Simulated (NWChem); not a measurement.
System: MIBK (C₆H₁₂O); SMILES CC(=O)CC(C)C

Parts of the log:

```
             Northwest Computational Chemistry Package (NWChem) 7.3.0
             --------------------------------------------------------

                             Geometry "geometry" -> ""
                             -------------------------

 Output coordinates in angstroms (scale by  1.889725989 to convert to a.u.)

  No.       Tag          Charge          X              Y              Z
 ---- ---------------- ---------- -------------- -------------- --------------
    1 C                    6.0000    -0.76282700     2.45017400     0.38216400
    2 C                    6.0000     0.12660500     1.20985900     0.24100900
    3 C                    6.0000     1.21811800     1.42009000    -0.81615000
    4 C                    6.0000    -0.71322700    -0.03590500    -0.06652000
    5 C                    6.0000     0.02001500    -1.36476600     0.09854500
    6 C                    6.0000    -0.67190200    -2.58752800    -0.48023200
    7 O                    8.0000     1.09640800    -1.44627100     0.67035500
    8 H                    1.0000    -1.52735400     2.31987900     1.17588800
    9 H                    1.0000    -0.16199200     3.34707900     0.63626900
   10 H                    1.0000    -1.29919700     2.66832500    -0.56638400
   11 H                    1.0000     0.63232100     1.01734200     1.21242500
   12 H                    1.0000     0.77152100     1.59078600    -1.81966300
   13 H                    1.0000     1.84175500     2.30480000    -0.57472500
   14 H                    1.0000     1.88942600     0.54160700    -0.87716900
   15 H                    1.0000    -1.15584700     0.01558100    -1.08777400
   16 H                    1.0000    -1.59350500    -0.08998200     0.61682100
   17 H                    1.0000    -0.17718800    -3.50798300    -0.12054100
   18 H                    1.0000    -0.60484000    -2.55189100    -1.58876200
   19 H                    1.0000    -1.75199100    -2.60360300    -0.22829400

 Effective nuclear repulsion energy (a.u.)     310.5978999272

                              NWChem Property Module
                              ----------------------

                                 NWChem DFT Module
                                 -----------------

 Summary of "ao basis" -> "ao basis" (spherical)
 ------------------------------------------------------------------------------
       Tag                 Description            Shells   Functions and Types
 ---------------- ------------------------------  ------  ---------------------
 C                           sto-3g                  3        5   2s1p
 O                           sto-3g                  3        5   2s1p
 H                           sto-3g                  1        1   1s

            General Information
            -------------------
          SCF calculation type: DFT
          Wavefunction type:  closed shell.
          No. of atoms     :    19
          No. of electrons :    56
           Alpha electrons :    28
            Beta electrons :    28
          Charge           :     0
          Spin multiplicity:     1
          Use of symmetry is: off; symmetry adaption is: off
          Maximum number of iterations: 150
          AO basis - number of functions:    47
                     number of shells:    33
          Convergence on energy requested:  1.00D-06
          Convergence on density requested:  1.00D-05
          Convergence on gradient requested:  5.00D-04

              XC Information
              --------------
                         B3LYP Method XC Potential
                     Hartree-Fock (Exact) Exchange  0.200
                        Slater Exchange Functional  0.800 local
                    Becke 1988 Exchange Functional  0.720 non-local
              Lee-Yang-Parr Correlation Functional  0.810
                  VWN I RPA Correlation Functional  0.190 local

             Grid Information
             ----------------
          Grid used for XC integration:  medium
          Radial quadrature: Mura-Knowles
          Angular quadrature: Lebedev.
          Tag              B.-S. Rad. Rad. Pts. Rad. Cut. Ang. Pts.
          ---              ---------- --------- --------- ---------
          C                   0.70       49          12.0       434
          O                   0.60       49          12.0       434
          H                   0.35       45          12.0       434
          Grid pruning is: on
          Number of quadrature shells:   883
          Spatial weights used:  Erf1

      Superposition of Atomic Density Guess
      -------------------------------------

 Sum of atomic energies:        -302.44623438

      Non-variational initial energy
      ------------------------------

 Total energy =    -303.911520
 1-e energy   =   -1032.153377
 2-e energy   =     417.643956
 HOMO         =      -0.127459
 LUMO         =       0.204057

   convergence    iter        energy       DeltaE   RMS-Dens  Diis-err
 ---------------- ----- ----------------- --------- --------- ---------
 d= 0,ls=0.0,diis     1   -307.0015721290 -6.18D+02  5.99D-02  1.23D+00
 d= 0,ls=0.0,diis     2   -306.3389045970  6.63D-01  4.18D-02  6.57D+00
 d= 0,ls=0.0,diis     3   -307.2113230334 -8.72D-01  3.16D-03  1.77D-02
 d= 0,ls=0.0,diis     4   -307.2131690622 -1.85D-03  1.29D-03  4.26D-03
 d= 0,ls=0.0,diis     5   -307.2138229488 -6.54D-04  1.56D-04  3.63D-05
  Resetting Diis
 d= 0,ls=0.0,diis     6   -307.2138281650 -5.22D-06  4.07D-05  2.58D-06
 d= 0,ls=0.0,diis     7   -307.2138286562 -4.91D-07  1.15D-05  8.27D-08
 d= 0,ls=0.0,diis     8   -307.2138286554  7.41D-10  6.27D-06  9.11D-08

         Total DFT energy =     -307.213828655433
      One electron energy =    -1032.344045307055
           Coulomb energy =      460.175915483455
    Exchange-Corr. energy =      -45.643598759022
 Nuclear repulsion energy =      310.597899927189

 Numeric. integr. density =       56.000017422344

                       DFT Final Molecular Orbital Analysis
                       ------------------------------------

 Vector   26  Occ=2.000000D+00  E=-2.789080D-01
              MO Center=  1.2D-01,  8.4D-01,  8.7D-02, r^2= 3.5D+00
   Bfn.  Coefficient  Atom+Function         Bfn.  Coefficient  Atom+Function
  ----- ------------  ---------------      ----- ------------  ---------------
    39      0.384196  11 H  s                10      0.324981   2 C  pz
    43      0.248444  15 H  s                 8      0.242374   2 C  px
    18     -0.237938   4 C  px               40      0.222103  12 H  s
    33     -0.219458   7 O  px               38      0.217322  10 H  s
    15     -0.178831   3 C  pz               20     -0.177613   4 C  pz

 Vector   27  Occ=2.000000D+00  E=-2.623769D-01
              MO Center=  3.3D-01, -1.1D+00,  2.6D-01, r^2= 2.7D+00
   Bfn.  Coefficient  Atom+Function         Bfn.  Coefficient  Atom+Function
  ----- ------------  ---------------      ----- ------------  ---------------
    35      0.562019   7 O  pz               25      0.402683   5 C  pz
    33     -0.290105   7 O  px               44     -0.247995  16 H  s
    23     -0.231536   5 C  px               20     -0.174921   4 C  pz
    46      0.166102  18 H  s                43      0.164965  15 H  s
    13      0.157362   3 C  px               47     -0.134254  19 H  s

 Vector   28  Occ=2.000000D+00  E=-1.378373D-01
              MO Center=  7.0D-01, -1.4D+00,  4.6D-01, r^2= 1.6D+00
   Bfn.  Coefficient  Atom+Function         Bfn.  Coefficient  Atom+Function
  ----- ------------  ---------------      ----- ------------  ---------------
    34      0.885357   7 O  py               19      0.260230   4 C  py
    29      0.228755   6 C  py               27      0.184115   6 C  s
    18     -0.169794   4 C  px               17     -0.164775   4 C  s
    28      0.144692   6 C  px               30      0.131430   6 C  pz
    35      0.123820   7 O  pz               47     -0.066329  19 H  s

 Vector   29  Occ=0.000000D+00  E= 9.317490D-02
              MO Center=  3.4D-01, -1.4D+00,  2.7D-01, r^2= 1.5D+00
   Bfn.  Coefficient  Atom+Function         Bfn.  Coefficient  Atom+Function
  ----- ------------  ---------------      ----- ------------  ---------------
    25      0.695262   5 C  pz               35     -0.641833   7 O  pz
    23     -0.379206   5 C  px               33      0.346753   7 O  px
    46      0.211933  18 H  s                44     -0.208621  16 H  s
    47     -0.166927  19 H  s                43      0.156838  15 H  s
    24     -0.104568   5 C  py               34      0.091386   7 O  py

 Vector   30  Occ=0.000000D+00  E= 3.345242D-01
              MO Center= -2.6D-01,  2.0D-01,  9.5D-03, r^2= 4.2D+00
   Bfn.  Coefficient  Atom+Function         Bfn.  Coefficient  Atom+Function
  ----- ------------  ---------------      ----- ------------  ---------------
    22     -0.580769   5 C  s                18      0.568368   4 C  px
     8      0.460757   2 C  px               39     -0.433919  11 H  s
     3      0.373080   1 C  px               17      0.334795   4 C  s
    23      0.332332   5 C  px               28      0.320025   6 C  px
    37     -0.315548   9 H  s                43      0.316700  15 H  s

[...]

 DFT Linear Response polarizability / au
 Frequency  =       0.0773000 / au
 Wavelength =     589.4353558 / nm
              X              Y              Z
 -----------------------------------------------
 X      35.8028292     -0.0527695      2.5608722
 Y      -0.0527791     38.8933460      0.9356285
 Z       2.5608585      0.9356311     30.4972763
 -----------------------------------------------
 Eigenvalues =      36.7960037     39.0174367     29.3800111
 Isotropic   =      35.0644839
 Anisotropic =       8.7410435
 -----------------------------------------------

 Magnetic Dipole Response Matrix (nonzero elements):
```

Level: B3LYP/STO-3G. STO-3G and 3-21G are far too small for this property and stand as cheap habits. Structure relaxed at the PBE-D3(BJ)/def2-SVP level. Not confirmed as a minimum by frequencies.

Problem. Write an input that gives this output.

Solution. One answer among several that fit: the input that was run:
```
start job
memory heap 200 mb stack 900 mb global 1100 mb
geometry units angstroms noautosym nocenter noautoz
  C     -0.762827     2.450174     0.382164
  C      0.126605     1.209859     0.241009
  C      1.218118     1.420090    -0.816150
  C     -0.713227    -0.035905    -0.066520
  C      0.020015    -1.364766     0.098545
  C     -0.671902    -2.587528    -0.480232
  O      1.096408    -1.446271     0.670355
  H     -1.527354     2.319879     1.175888
  H     -0.161992     3.347079     0.636269
  H     -1.299197     2.668325    -0.566384
  H      0.632321     1.017342     1.212425
  H      0.771521     1.590786    -1.819663
  H      1.841755     2.304800    -0.574725
  H      1.889426     0.541607    -0.877169
  H     -1.155847     0.015581    -1.087774
  H     -1.593505    -0.089982     0.616821
  H     -0.177188    -3.507983    -0.120541
  H     -0.604840    -2.551891    -1.588762
  H     -1.751991    -2.603603    -0.228294
end
basis spherical
  * library sto-3g
end
dft
  xc b3lyp
  iterations 150
end
property
  response 1 0.0773
end
task dft property
```
